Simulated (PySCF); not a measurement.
C4H7ClSi. Atoms are numbered in the order given.

```xyz
13

Si    -2.5342    -0.0415     0.3344
C     -0.7684     0.1821     0.9858
C      0.1471     1.0883     0.1683
C      0.9813     0.0806    -0.1354
Cl     2.4090    -0.0406    -1.0942
C      0.2417    -0.9819     0.6367
H     -3.2552    -1.0787     1.1313
H     -2.4793    -0.4713    -1.0935
H     -3.2878     1.2437     0.4293
H     -0.7914     0.4187     2.0649
H      0.1137     2.1493    -0.0824
H      0.7776    -1.3954     1.5054
H     -0.1631    -1.8111     0.0330
```

Geometry: B3LYP-D3(BJ)/def2-SVP. The structure was generated by enumeration; whether it is a known compound was not checked.

All values below come from KT2/pcSseg-1 (PySCF).

GIAO shieldings, no solvent; atoms listed in one row are averaged. δ = σ(ref) − σ: ²⁹Si against TMS (σ = 361.9 ppm); ¹³C against TMS (σ = 185.1 ppm); ³⁵Cl against HCl (σ = 945.4 ppm); ¹H against TMS (σ = 31.47 ppm), references at their B3LYP-D3(BJ)/def2-TZVP geometries, non-relativistic (without spin–orbit terms, shifts of atoms bonded to Cl or Br come out too high).

Computed chemical shifts:
```csv
nucleus,atoms,count,δ (ppm)
²⁹Si,Si1,1,-63.6
¹³C,C3,1,135.8
¹³C,C4,1,133.4
¹³C,C6,1,50.0
¹³C,C2,1,29.8
³⁵Cl,Cl5,1,275.3
¹H,H11,1,6.16
¹H,"H7, H8, H9",3,4.18
¹H,H12,1,3.50
¹H,H13,1,2.93
¹H,H10,1,2.82
```
